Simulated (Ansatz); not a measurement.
Coupled-cluster run, CH₆AlInOS, SMILES `C[S][AlH][O][InH2]`.

```yaml
crystal:
  periodic: [false, false, false]
  atoms:
    - {symbol: C, position_ang: [-0.179797, 0.719195, 2.121524]}
    - {symbol: S, position_ang: [-0.408878, -1.088078, 2.167829]}
    - {symbol: Al, position_ang: [-0.194134, -1.626664, 0.069471]}
    - {symbol: O, position_ang: [0.101377, -0.440180, -1.070873]}
    - {symbol: In, position_ang: [0.403168, 0.554375, -2.751391]}
    - {symbol: H, position_ang: [0.028268, 1.062552, 1.109427]}
    - {symbol: H, position_ang: [0.653693, 0.984221, 2.771003]}
    - {symbol: H, position_ang: [-1.086096, 1.200386, 2.487498]}
    - {symbol: H, position_ang: [-0.323293, -3.154567, -0.310272]}
    - {symbol: H, position_ang: [-1.053717, 0.927519, -3.560988]}
    - {symbol: H, position_ang: [2.059398, 0.861252, -3.033238]}
basis:
  gaussian: {orbitals: def2-SVP}
correlation: {method: ccsd_t}
```

```sh
$ ansatz run in.yaml --threads 4 --pin off --events-out ev --progress --plain --max-ram 10444MiB
```

Log, shortened:

```
Functional definition: HF
1238 factors; integrals over basis functions are off by at most 1.2e-3 eV
mean field evaluation 1: about -25701.0236 eV, gradient 4.6e1 eV
mean field evaluation 2: about -25701.0436 eV, gradient 4.6e1 eV
mean field evaluation 4: about -25705.8261 eV, gradient 3.8e0 eV
mean field evaluation 8: about -25705.8822 eV, gradient 2.1e-4 eV
mean field -25705.88217356 eV, -944.6737458055 hartree, gradient 1.6e-6 eV, S^2 0.000000; 0 other end points of the search recorded, 0 dependent functions left out
16 core orbitals not correlated: weight in the atoms' cores, before any rotation towards them, 1.000 or more for the frozen orbitals, at most 0.000 for the correlated occupied ones
reference -25705.88217356 eV, -944.6737458055 hartree; 19, 19 occupied and 85, 85 virtual orbitals, 1238 factors
second order -16.64723650 eV of doubles, -0.00000000 eV of singles
cycle   1  -17.39799870 eV  change   -7.5e-1 eV  update   1.2e-1
cycle   2  -17.92654027 eV  change   -5.3e-1 eV  update   4.0e-2
cycle   3  -18.10369701 eV  change   -1.8e-1 eV  update   2.4e-2
cycle   4  -18.10249307 eV  change    1.2e-3 eV  update   6.3e-3
cycle   5  -18.09952920 eV  change    3.0e-3 eV  update   3.0e-3
cycle   6  -18.09980946 eV  change   -2.8e-4 eV  update   9.7e-4
cycle   7  -18.09951932 eV  change    2.9e-4 eV  update   4.4e-4
cycle   8  -18.09942997 eV  change    8.9e-5 eV  update   1.3e-4
cycle   9  -18.09947364 eV  change   -4.4e-5 eV  update   5.4e-5
cycle  10  -18.09947121 eV  change    2.4e-6 eV  update   1.9e-5
perturbative correction -0.50981892 eV, -0.0187354996 hartree
Total energy: -25724.49146369 eV, -945.3576246039 hartree
```

Run time 6.5 s (4 threads of an Intel Xeon on a shared host); peak host memory 0.69 GiB.

MP2 recovers 89.5 % of the CCSD(T) correlation energy and the triples give 2.7 %; T1 = 0.0139.
